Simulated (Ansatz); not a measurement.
Input and output for `[F][Ti]([F])([Br])[Br]`.

```yaml
crystal:
  periodic: [false, false, false]
  atoms:
    - {symbol: F, position_ang: [0.051229, -0.362833, 1.772012]}
    - {symbol: Ti, position_ang: [0.094778, -0.094523, 0.060594]}
    - {symbol: F, position_ang: [1.395116, -1.007965, -0.630481]}
    - {symbol: Br, position_ang: [-1.917856, -0.775523, -0.882355]}
    - {symbol: Br, position_ang: [0.426532, 2.167245, -0.361171]}
basis:
  gaussian: {orbitals: cc-pVDZ, point_charges: [{charge: 1.00, position_ang: [4.560, -0.678, 0.970]}]}
hamiltonian: {xc: {name: PBE}}
output: {forces: true}
```

```sh
$ ansatz run in.yaml --threads 8 --pin off --events-out ev --progress --plain --max-ram 18278MiB
```

Output, abridged:

```
Functional definition: PBE
1457 factors; their error is unknown
mean field evaluation 1: about -168599.6639 eV, gradient 9.4e1 eV
mean field evaluation 2: about -168535.6167 eV, gradient 1.9e2 eV
mean field evaluation 4: about -168566.3799 eV, gradient 1.9e2 eV
mean field evaluation 8: about -168609.8524 eV, gradient 5.2e1 eV
mean field evaluation 16: about -168617.2207 eV, gradient 1.6e-5 eV
mean field -168617.22069105 eV, -6196.5685675389 hartree, gradient 1.6e-5 eV, S^2 0.000000; 0 other end points of the search recorded, 0 dependent functions left out
reference -168617.22076308 eV, -6196.5685701860 hartree; 55, 55 occupied and 70, 70 virtual orbitals, 1457 factors
Total energy: -168617.22076308 eV, -6196.5685701860 hartree
Atom 0 at     0.051229    -0.362833     1.772012 Å, force     0.163513    -0.129214     0.715230 eV/Å
Atom 1 at     0.094778    -0.094523     0.060594 Å, force    -1.486117     0.536449    -0.327477 eV/Å
Atom 2 at     1.395116    -1.007965    -0.630481 Å, force     1.238564    -0.620797    -0.313055 eV/Å
Atom 3 at    -1.917856    -0.775523    -0.882355 Å, force     0.024827     0.006751     0.004900 eV/Å
Atom 4 at     0.426532     2.167245    -0.361171 Å, force     0.136505     0.228995    -0.018419 eV/Å
Dipole moment:    -0.409528     0.102327    -0.134836 e Å
```

Run time 1.4 s (8 threads of an Arm Neoverse V2 on a shared host); peak host memory 0.25 GiB.
